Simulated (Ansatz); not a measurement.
Geometry optimisation, Ansatz 0.2.0, RKS PBE/def2-SVP.

Input:

```yaml
crystal:
  periodic: [false, false, false]
  atoms:
    - { symbol: W, position_ang: [-0.066031, 0.0, -0.066031] }
    - { symbol: H, position_ang: [0.293299, 0.0, 1.608372] }
    - { symbol: H, position_ang: [1.608372, 0.0, 0.293299] }
    - { symbol: F, position_ang: [-0.007714, 1.847988, -0.007714] }
    - { symbol: F, position_ang: [-1.791606, 0.0, 0.741094] }
    - { symbol: F, position_ang: [-0.007714, -1.847988, -0.007714] }
    - { symbol: F, position_ang: [0.741094, 0.0, -1.791606] }
basis:
  gaussian: { orbitals: def2-SVP }
hamiltonian:
  xc: pbe
relax:
  f_tol: 0.03
  max_steps: 50
```

Run as:

```bash
$ ansatz run input.yaml --threads 2 --pin off --max-ram 3072MiB --backend cpu --events-out ev --progress --plain --runs-dir out
```

Problem. Where does it end, and by what steps?

Solution. It converged. After 7 steps the energy has fallen by 0.033 eV; F4 moved furthest, 0.28 Å.

| step | energy less start (eV) | largest force component (eV/Å) | accepted |
| --- | --- | --- | --- |
| 0 | 0.0000 | 0.379 | yes |
| 1 | 0.0026 | 0.223 | no |
| 2 | -0.0141 | 0.047 | yes |
| 3 | -0.0182 | 0.158 | yes |
| 4 | -0.0257 | 0.113 | yes |
| 5 | -0.0295 | 0.225 | yes |
| 6 | -0.0317 | 0.205 | yes |
| 7 | -0.0332 | 0.012 | yes |

```xyz
7
Properties=species:S:1:pos:R:3
W -0.007 0.000 -0.007
H 0.377 0.000 1.647
H 1.647 0.000 0.377
F -0.203 1.825 -0.203
F -1.705 0.000 0.863
F -0.203 -1.825 -0.203
F 0.863 0.000 -1.705
```

Whether the end is a true minimum wasn't checked by a vibrational analysis.

Time of the run: 15 s on 2 threads of Arm Neoverse V2 (shared host), peak memory 0.13 GiB.
